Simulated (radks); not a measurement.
Task: All-electron calculation, non-relativistic Kohn-Sham, LDA (Slater exchange, Perdew-Wang correlation), spin-polarised, spherical densities, point nucleus; open shells are filled with parallel spins first. Program: a radial shooting solver on a logarithmic mesh with Libxc functionals. Each species is in its NIST ground configuration. Rank P+, S+, Al+, Si+, Cl+, Mg+, Ar+ by radius at which the density is 0.001 e/bohr^3 (bohr), largest first.

Result: Si+ 3.92, Al+ 3.89, P+ 3.82, Mg+ 3.79, S+ 3.68, Cl+ 3.57, Ar+ 3.44.
